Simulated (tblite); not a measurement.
C₅H₉FO₂Si.
SMILES with atom numbers: `[CH2:1]=[C:2]1[C@@H:3]([CH2:4][OH:5])[C@@H:6]1[O:7][SiH2:8][F:9]` (hydrogens: H10, H11 on C1; H12 on C3; H13, H14 on C4; H15 on O5; H16 on C6; H17, H18 on Si8)

Computed with GFN2-xTB (tblite), gas phase: L-BFGS steps from a force-field or distance-geometry start until the largest atomic force falls under 0.01 eV/Å.

Geometry at step 18:
```
atom  x, y, z in Å
C1     -0.6079    2.3855    0.5627
C2     -0.3760    1.0988    0.4597
C3     -0.8910   -0.2718    0.6138
C4     -2.1465   -0.6941   -0.1320
O5     -2.4961   -2.0382    0.0979
C6      0.3921   -0.0068   -0.1339
O7      1.5878   -0.4800    0.3797
Si8     3.0285   -0.5487   -0.3319
F9      3.7963    0.8615   -0.3677
H10    -1.5039    2.7305    1.0607
H11     0.0638    3.1400    0.1732
H12    -0.7683   -0.7200    1.5910
H13    -2.0125   -0.5121   -1.2044
H14    -2.9826   -0.0718    0.2017
H15    -2.1104   -2.5788   -0.5985
H16     0.3664   -0.0697   -1.2145
H17     3.7577   -1.3807    0.5921
H18     2.8937   -0.8371   -1.7612
```

Problem. Give the atomic forces at this geometry.

Solution. 
| atom | Fx (eV/Å) | Fy (eV/Å) | Fz (eV/Å) |
| --- | --- | --- | --- |
| C1 | -0.023 | -0.124 | 0.013 |
| C2 | 0.045 | 0.134 | -0.144 |
| C3 | -0.006 | 0.047 | 0.056 |
| C4 | -0.043 | 0.058 | -0.024 |
| O5 | -0.074 | 0.024 | -0.103 |
| C6 | 0.044 | 0.047 | -0.115 |
| O7 | 0.104 | 0.175 | 0.128 |
| Si8 | 0.058 | -0.124 | -0.145 |
| F9 | -0.018 | 0.173 | 0.043 |
| H10 | 0.109 | 0.065 | -0.036 |
| H11 | -0.040 | -0.171 | 0.138 |
| H12 | -0.125 | -0.083 | 0.038 |
| H13 | 0.020 | 0.110 | -0.025 |
| H14 | -0.090 | -0.095 | 0.120 |
| H15 | 0.076 | -0.083 | 0.164 |
| H16 | -0.112 | -0.009 | -0.241 |
| H17 | -0.006 | -0.071 | -0.036 |
| H18 | 0.082 | -0.072 | 0.170 |

The largest, 0.27 eV/Å, acts on H16; the rms over all components is 0.099 eV/Å. The forces sum to zero within rounding, as they must for an isolated molecule in no field.

Problem. Give the force on H16 in Eh/bohr and in nN.

Solution. 0.266 eV/Å ÷ 51.422 = 0.00517 Eh/bohr, and 0.266 eV/Å × 1.602 = 0.43 nN.

Problem. How far is this geometry from the end of the optimisation?

Solution. 0.256 eV above it, and 1.200 Å rms away after alignment. The bonds farthest from their final lengths, with half the difference of the two atoms' forces along the bond (positive lengthens):

| bond | now (Å) | final (Å) | force along bond (eV/Å) |
| --- | --- | --- | --- |
| C3–C6 | 1.509 | 1.523 | +0.06 |
| Si8–H18 | 1.464 | 1.452 | -0.16 |
| Si8–F9 | 1.606 | 1.612 | +0.11 |
| C4–H13 | 1.096 | 1.101 | +0.01 |
| C6–H16 | 1.083 | 1.088 | +0.07 |
| C1–H11 | 1.083 | 1.078 | -0.04 |

The angle farthest from its final value is C6–O7–Si8, 128.6° against 133.1°.

Of the 2 listed bonds off by 0.010 Å or more, this force points towards the final length in 2.

The cost below is that of the whole relaxation. The run took 3.1 s wall on Arm Neoverse N1, one thread, on a shared host.
